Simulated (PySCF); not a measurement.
Partial charges of `N[SiH]1CCC1`

Compound: C₃H₉NSi.
Z-matrix (Å and degrees, GFN2-xTB geometry), rows numbered from 1:
```
N 
Si  1  1.7224
C   2  1.9071  1  114.50
C   3  1.5417  2   91.06  1   130.18
C   4  1.5425  3  100.16  2   -11.22
H   1  1.0059  2  119.11  3   177.18
H   1  1.0073  2  119.36  3   -42.89
H   2  1.4612  1  105.83  3  -133.01
H   3  1.0882  2  114.43  1    15.33
H   3  1.0867  2  118.06  1  -112.10
H   4  1.0891  3  110.85  2   105.84
H   4  1.0897  3  113.48  2  -132.46
H   5  1.0896  2  114.49  1    -5.50
H   5  1.0878  2  118.94  1   122.75
```

Density: PBE0/pcSseg-1 (PySCF); schemes: Mulliken, IAO, Hirshfeld and ESP-fitted. One conformer (not necessarily the lowest) at the GFN2-xTB geometry, without solvent, vibrations or thermal averaging.

Task: What partial charge does each atom carry?

Result: In e:

```csv
atom,environment,Mulliken,IAO,Hirshfeld,ESP-fitted
N1,silicon-bound nitrogen,-0.619,-0.828,-0.317,-1.095
Si2,SiH silicon,+0.873,+1.017,+0.399,+0.788
C3,sp3 carbon bound to silicon,-0.543,-0.568,-0.173,-0.384
C4,four-membered-ring carbon,-0.217,-0.251,-0.074,+0.219
C5,sp3 carbon bound to silicon,-0.546,-0.586,-0.179,-0.528
H6,N–H hydrogen,+0.192,+0.263,+0.117,+0.400
H7,N–H hydrogen,+0.192,+0.261,+0.118,+0.406
H8,Si–H hydrogen,-0.100,-0.141,-0.084,-0.141
H9,methylene hydrogen,+0.131,+0.142,+0.034,+0.107
H10,methylene hydrogen,+0.135,+0.143,+0.031,+0.049
H11,methylene hydrogen,+0.118,+0.134,+0.037,-0.002
H12,methylene hydrogen,+0.122,+0.133,+0.034,-0.028
H13,methylene hydrogen,+0.130,+0.140,+0.029,+0.120
H14,methylene hydrogen,+0.132,+0.140,+0.028,+0.090
```

Mean size of the charges over all atoms: IAO 0.339 e, ESP-fitted 0.311 e, Mulliken 0.289 e, Hirshfeld 0.118 e. Each set sums to the total charge, 0, to within 0.001 e. The IAO scheme counts the electrons in orthogonalised intrinsic atomic orbitals, a minimal basis polarised so that it spans the occupied orbitals exactly.

Lowest charge. All schemes agree: Mulliken N1 (-0.619); IAO N1 (-0.828); Hirshfeld N1 (-0.317); ESP-fitted N1 (-1.095).

Highest charge. All schemes agree: Mulliken Si2 (+0.873); IAO Si2 (+1.017); Hirshfeld Si2 (+0.399); ESP-fitted Si2 (+0.788).

Task: How closely do the schemes follow one another over all atoms?

Result: Correlation coefficient and root-mean-square difference: Mulliken with IAO 1.00, 0.076 e; IAO with Hirshfeld 0.99, 0.282 e; Mulliken with Hirshfeld 0.98, 0.220 e; Hirshfeld with ESP-fitted 0.93, 0.293 e; IAO with ESP-fitted 0.91, 0.185 e; Mulliken with ESP-fitted 0.88, 0.205 e.

Task: How many electrons does the ESP-fitted scheme count on N1?

Result: Z − q = 7 − (-1.095) = 8.095.
